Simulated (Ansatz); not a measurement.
Stepwise reaction of aluminium trichloride with hydrogen fluoride, as a gas-phase model of exchange steps in deposition or etching. ΔE in kJ/mol.

Calculated with Ansatz (gas phase, PBE0-D4/def2-TZVP geometries, no zero-point term in ΔE). CBS: MP2 limit from def2 TZ/QZ plus the TZ coupled-cluster correction, frozen cores. This one scheme is used for every species. Functionals use def2-TZVPP. B3LYP here is the variant with VWN-RPA as its local correlation; programs differ in this.

| step | reaction | PBE-D4 | B3LYP-D4 | ωB97M-V | CCSD(T)/CBS |
| --- | --- | --- | --- | --- | --- |
| 1 | `[Cl][Al]([Cl])[Cl]` + H–F → `[F][Al]([Cl])[Cl]` + HCl | -17.6 | -23.7 | -21.1 | -19.1 |
| 2 | `[F][Al]([Cl])[Cl]` + H–F → `[F][Al]([F])[Cl]` + HCl | -17.0 | -23.0 | -20.3 | -19.3 |
| 3 | `[F][Al]([F])[Cl]` + H–F → `[F][Al]([F])[F]` + HCl | -16.0 | -21.8 | -19.2 | -19.2 |

Question: By hand: ΔE of the 3 steps together at CCSD(T)/CBS.

Answer: (-19.1) + (-19.3) + (-19.2) = -57.6 kJ/mol, or -19.2 kJ/mol a step.

In ΔE the steps differ by no more than 0.2 kJ/mol. All are downhill at CCSD(T)/CBS. PBE-D4 differs from CCSD(T)/CBS by 1.5 to 3.2 kJ/mol a step. Isolated molecules leave out the surface, adducts and barriers. Largest T1 diagnostic: 0.013.
